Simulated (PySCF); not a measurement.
## Telling isomers of C₈H₁₀ apart by NMR

- NMR shieldings at PBE0/pcSseg-1/GIAO
- coordinates at the GFN2-xTB level
- code: PySCF 2.14.0 with density-fitted response routines
- relativity neglected, averaged over atoms made equivalent by symmetry, fast rotation or ring inversion, no solvent model, one conformer

Scale: ¹H (σ = 31.72 ppm) and ¹³C (σ = 186.93 ppm) vs TMS (reference shieldings calculated alike). Where no couplings were computed, multiplicities follow the n + 1 count of equivalent neighbours, and m marks all less simple cases (inequivalent or close neighbours, rings, F or P nearby). Shifts are as computed. Against solution values, carbons near 30 ppm lie about +3 ppm off and those near 130 ppm about +5 ppm. Of 1211 compounds with measured shifts, 218 miss one by over three times the rms of a fit or turn the order of signals round; such compounds aren't used in these exercises.

(1) Tabulate the signals of `CCC=C1C=CC=C1`, `Cc1cccc(C)c1` and their relative energies.

(2) What is the quickest way to tell CCC=C1C=CC=C1 from Cc1cccc(C)c1?

Answers

(1) 
| SMILES | carbon types | δC | δH | E rel. (kcal/mol) |
| --- | --- | --- | --- | --- |
| CCC=C1C=CC=C1 | 1×C 5×CH 1×CH2 1×CH3 | 156.3, 151.2, 139.8, 137.5, 131.7, 123.4, 30.2, 16.5 | 6.72 (m, 1H), 6.64 (t, 1H), 6.63 (m, 1H), 6.63 (m, 1H), 6.25 (d, 1H), 2.63 (m, 2H), 1.20 (t, 3H) | 37.1 |
| Cc1cccc(C)c1 | 2×C 4×CH 2×CH3 | 143.4, 134.5, 134.1, 131.2, 24.2 | 7.47 (t, 1H), 7.31 (s, 1H), 7.26 (d, 2H), 2.47 (s, 6H) | 0.0 |

Energies are electronic energies at PBE0/pcSseg-1 on these geometries, without zero-point or thermal terms, each for the one conformer computed, which needn't be the lowest.

(2) Count the carbon signals: 8 against 5. The first has an allylic sp3 CH2 at 30.2 ppm, the second a substituted aromatic carbon (C) at 143.4 ppm. Their most deshielded carbons lie at 156.3 and 143.4 ppm. In the proton spectra the most deshielded non-exchanging signals are 6.72 (m, 1H) and 7.47 (t, 1H).
